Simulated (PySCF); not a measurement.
Vertical excitations of a molecule C3H7BO2 from TDA-M06-2X/def2-SVPD in PySCF 2.14.0, as energy in eV (oscillator strength): 6.29 (0.000), 6.93 (0.012), 7.08 (0.007), 7.13 (0.010), 7.55 (0.028), 7.85 (0.004), 8.10 (0.018), 8.25 (0.032), 8.38 (0.052), 8.56 (0.005). Lowest triplet (TDA): 5.88 eV. Geometry optimised at B3LYP-D3(BJ)/def2-SVP. Other conformers were not sampled.

Question: Identify the compound among the candidates.
A. OB1CCCO1
B. OB(O)C1CC1
C. C=CB(O)OC
D. OB1CC(O)C1

Answer: D, OB1CC(O)C1
